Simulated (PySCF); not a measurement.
An equivalent PySCF input for B²⁺ (boron, charge +2), [He] 2s1, 2S determinant, with scalar relativity by spin-free X2C-1e:

```python
from pyscf import gto, scf, dft, mp, cc
import basis_set_exchange as bse
mol = gto.M(atom="B 0 0 0", charge=2, spin=1, symmetry="D2h",
            basis=gto.basis.parse(bse.get_basis("x2c-TZVPall", elements=["B"], fmt="nwchem", header=False)),
            nucmod="G")
mf = dft.UKS(mol, xc="LDA,VWN").sfx2c1e()
mf.irrep_nelec = {'Ag': (2, 1)}
mf.kernel()
```

It reaches the same state as the run whose output follows, with an energy that differs only through the grid. The run itself started from symmetry-adapted Hartree-Fock orbitals and held the occupation by maximum overlap, on a logarithmic radial grid, so the iterations belong to that start.

```
SCF conv_tol = 1e-09
number electrons alpha = 2  beta = 1
XC functionals = LDA,VWN
    P. A. M. Dirac.,  Math. Proc. Cambridge Philos. Soc. 26, 376 (1930)
    F. Bloch.,  Z. Phys. 57, 545 (1929)
    S. H. Vosko, L. Wilk, and M. Nusair.,  Can. J. Phys. 58, 1200 (1980)
cycle= 1 E= -23.1409741966194  delta_E= -0.00257  |g|= 0.0198  |ddm|= 0.0476
cycle= 2 E= -23.1409975809209  delta_E= -2.34e-05  |g|= 0.0024  |ddm|= 0.00732
cycle= 3 E= -23.1409979326899  delta_E= -3.52e-07  |g|= 2.74e-06  |ddm|= 0.000731
cycle= 4 E= -23.1409979326905  delta_E= -5.93e-13  |g|= 8.15e-08  |ddm|= 2.73e-06
converged SCF energy = -23.1409979326905  <S^2> = 0.75000161  2S+1 = 2.0000016
```
